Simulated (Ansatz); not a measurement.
`[SiH3]C([SiH3])I` and `CC([SiH3])I` differ in one atom or group.

Ansatz, PBE0-D4/def2-TZVP geometries, multiplicity 1. 

Elements past krypton have def2 core potentials.

```csv
property,`[SiH3]C([SiH3])I`
HOMO energy (B3LYP/def2-TZVPP) / eV,-7.12
HOMO–LUMO gap (PBE/def2-TZVPP) / eV,3.93
LUMO energy (ωB97M-V/def2-TZVPP) / eV,0.49
LUMO energy (B3LYP/def2-TZVPP) / eV,-1.62
LUMO energy (PBE/def2-TZVPP) / eV,-2.32
HOMO energy (PBE/def2-TZVPP) / eV,-6.25
```

Problem. What does the change do to each property? (Best estimate.)

Solution. The calculation gave: 
```csv
property,`CC([SiH3])I`,shift
HOMO energy (B3LYP/def2-TZVPP) / eV,-6.99,0.13
HOMO–LUMO gap (PBE/def2-TZVPP) / eV,4.14,0.21
LUMO energy (ωB97M-V/def2-TZVPP) / eV,0.86,0.37
LUMO energy (B3LYP/def2-TZVPP) / eV,-1.28,0.34
LUMO energy (PBE/def2-TZVPP) / eV,-1.96,0.36
HOMO energy (PBE/def2-TZVPP) / eV,-6.11,0.14
```

With PBE0 the HOMO rises by 0.13 eV and the LUMO rises by 0.36 eV, so the gap widens by about 0.23 eV. PBE moves the HOMO by 0.14 eV and ωB97M-V by 0.12 eV.

B3LYP here is the variant with VWN-RPA as its local correlation; programs differ in this.

Spin–orbit coupling is left out; it splits and shifts lone-pair levels of the heavy atoms by tenths of an eV.
